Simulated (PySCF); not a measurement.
## Potential energy of InBi along the bond

Set-up: PySCF, scalar-relativistic core potentials, basis sets In cc-pVDZ-PP with ECP28, Bi cc-pVDZ-PP with ECP60. Energies in eV from In + Bi in their ground configurations at the same level. State: ³Σ⁻ (triplet), unpaired electrons π ↑↑.

All columns are UHF. A positive dipole means In(−)Bi(+).

```tsv
R (Å)	E (eV)	μ (D)	Mulliken charge on In (basis-dependent)	HOMO (eV)	LUMO (eV)	Mayer bond order	⟨S²⟩
2.611	0.273	-0.04	0.20	-6.29	-0.27	1.11	2.01
2.732	-0.104	-0.58	0.22	-6.28	-0.14	1.07	2.02
2.854	-0.316	-1.11	0.24	-6.24	-0.04	1.04	2.02
2.945	-0.400	-1.49	0.25	-6.19	0.02	1.01	2.03
3.036	-0.437	-1.85	0.26	-6.13	0.07	0.98	2.04
3.127	-0.438	-2.17	0.26	-6.05	0.10	0.95	2.06
3.248	-0.406	-2.48	0.25	-5.94	0.13	0.88	2.11
3.400	-0.340	-2.59	0.22	-5.81	0.15	0.75	2.23
3.583	-0.260	-2.38	0.18	-5.71	0.19	0.56	2.42
3.825	-0.179	-1.94	0.12	-5.63	0.25	0.35	2.62
```

A fit through these points gives, at Re = 3.086 Å, μ = -2.03 D and dμ/dR = -3.45 D/Å; the reduced mass is 74.14 u.

Q: How strong is the fundamental in the double-harmonic approximation, I = 42.26·(dμ/dR)²/μred km/mol?

A: I = 42.26·(-3.45)²/74.14 = 6.78 km/mol at UHF.

⟨S²⟩ of the unrestricted solution departs from its pure value on part of the curve, where spin states mix. These are scalar-relativistic numbers at best; spin–orbit coupling would shift them, the dissociation energy most. Hartree–Fock leaves out correlation, which carries a large part of most bond energies and some tenths to 1 eV of ionisation energies. The state is the lowest determinant that a PBE0 search found; another state may lie lower at other levels.
